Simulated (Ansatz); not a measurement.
Gas-phase electronic energies from Ansatz, PBE0-D4/def2-TZVP geometries. CCSD(T)/CBS adds triple-zeta CCSD(T) − MP2 to the extrapolated MP2 energy (def2 sets, frozen cores). This one scheme is used for every species. DFT in def2-TZVPP. For Br, Na outer-core shells are correlated without core-valence functions, which leaves a few kJ/mol of doubt a bond. Scalar relativity is left out up to krypton.

Reaction (ligand exchange at the Na–S bond): `C[S][Na]` + HBr → `[Na][Br]` + CH₃SH

CCSD(T)/CBS gives -125.9 kJ/mol.

Question: Another level gave -125.4 kJ/mol. Which?
A. r2SCANh/def2-TZVPP
B. revPBE-D4/def2-TZVPP
C. B97M-V/def2-TZVPP
D. BLYP/def2-TZVPP

Answer: C. B97M-V -125.4, revPBE-D4 -114.8, r2SCANh -133.6, BLYP -119.3 kJ/mol.

Largest T1 diagnostic among the species: 0.010.

From BLYP to BHLYP (50 % exact exchange), in def2-TZVPP and without D4, ΔE moves by −19.6 kJ/mol. At CCSD(T), def2-SVP lies −7.1 kJ/mol from the extrapolated value and def2-TZVPP −0.6 kJ/mol. In def2-TZVPP, CCSD(T) changes the Hartree–Fock value by +27.0 kJ/mol (the triples alone add +3.7 kJ/mol) and MP2 by +26.4 kJ/mol.
